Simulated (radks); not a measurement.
Values are calculated unless marked as measured or tabulated.
All-electron atom: Pd3+ in [Ar] 3d10 4s1 4p6 4d7 5p1 (not the ground configuration). Code: a radial shooting solver on a logarithmic mesh with Libxc functionals. Model: scalar-relativistic Kohn-Sham, SCAN, spin-polarised, spherical densities, finite nucleus; open shells are filled with parallel spins first (spin-orbit coupling, left out, can overturn this in heavy ions); meta-GGA in the generalised Kohn-Sham scheme; Fermi nuclear charge, rms radius 4.5318 fm.

Local quantities along the radius. ELF = 1/(1 + alpha^2) is the electron localisation function; alpha = (tau - tau_W)/tau_unif compares the Pauli kinetic energy density with that of the uniform gas (summed over spins); -r V(r) is the screened charge that the Kohn-Sham potential of spin up presents (atomic units); s = |grad rho|/(2 (3 pi^2)^(1/3) rho^(4/3)) is the reduced gradient. tau is taken from the large components.

r (bohr)    ELF    alpha  -r V(r)       s
0.001261  0.999  0.02249    45.77  0.6711
0.001456  0.999  0.02251    45.73  0.6337
0.001668  0.999  0.02267    45.68  0.6036
0.001926  0.999  0.02299    45.62  0.5766
0.002225  0.999  0.02350    45.56  0.5543
0.002569  0.999  0.02423    45.48  0.5360
0.002967  0.999  0.02521    45.40  0.5216
0.003427  0.999  0.02650    45.30  0.5106
0.003926  0.999  0.02808    45.19  0.5033
0.004534  0.999  0.03021    45.06  0.4987
0.005236  0.999  0.03297    44.90  0.4972
0.006047  0.999  0.03655    44.73  0.4988
0.006984  0.998  0.04125    44.52  0.5036
0.008066  0.998  0.04749    44.29  0.5119
0.009241  0.997  0.05538    44.05  0.5230
0.01067   0.996  0.06679    43.74  0.5386
0.01232   0.993  0.08288    43.41  0.5584
0.01423   0.989   0.1061    43.02  0.5828
0.01644   0.981   0.1407    42.59  0.6119
0.01898   0.964   0.1934    42.11  0.6450
0.02175   0.932   0.2697    41.61  0.6783
0.02512   0.865   0.3952    41.05  0.7114
0.02901   0.743   0.5879    40.41  0.7330
0.0335    0.572   0.8646    38.49  0.7265
0.03869   0.413    1.192    38.97  0.6741
0.04433   0.328    1.431    37.75  0.5753
0.05119   0.320    1.459    36.75  0.4437
0.05912   0.392    1.245    35.49  0.3357
0.06828   0.525   0.9512    34.37  0.2869
0.07885   0.661   0.7155    33.34  0.2976
0.09107   0.743   0.5876    31.92  0.3483
0.1043    0.762   0.5596    30.57  0.4159
0.1205    0.711   0.6383    29.05  0.4926
0.1392    0.568   0.8726    26.48  0.5465
0.1607    0.389    1.252    25.81  0.5254
0.1856    0.303    1.517    23.83  0.4030
0.2143    0.359    1.336    22.04  0.2614
0.2456    0.515   0.9702    20.28  0.2126
0.2836    0.684   0.6799    18.82  0.2580
0.3275    0.764   0.5556    17.06  0.3606
0.3783    0.763   0.5576    15.45  0.4980
0.4369    0.657   0.7224    13.32  0.6594
0.5005    0.414    1.190    12.68  0.7764
0.578     0.201    1.993    10.90  0.6981
0.6675    0.213    1.921    9.800  0.3903
0.7709    0.447    1.113    8.633  0.2443
0.8903    0.674   0.6962    7.833  0.3087
1.028     0.737   0.5969    6.911  0.4480
1.178     0.701   0.6529    6.171  0.6072
1.361     0.584   0.8442    5.018  0.8023
1.571     0.404    1.215    5.411   1.016
1.815     0.241    1.774    4.292   1.242
2.096     0.148    2.396    4.075   1.409
2.42      0.134    2.538    3.958   1.510
2.773     0.170    2.211    3.910   1.678
3.202     0.212    1.926    3.765   2.128
3.698     0.192    2.050    3.440   3.045
4.271     0.112    2.817    3.245   4.766
4.933     0.039    4.981    3.208   8.109
5.697     0.008    11.34    3.157   15.11
6.526     0.001    31.26    3.093   29.96
7.537     0.000    119.3    3.040   69.60

On this mesh the ELF has minima near r = 0.051, 0.19, 0.58, 2.4 bohr, which separate the shells, and maxima near 0.10 (0.76), 0.33 (0.76), 1.0 (0.74), 3.2 (0.21).
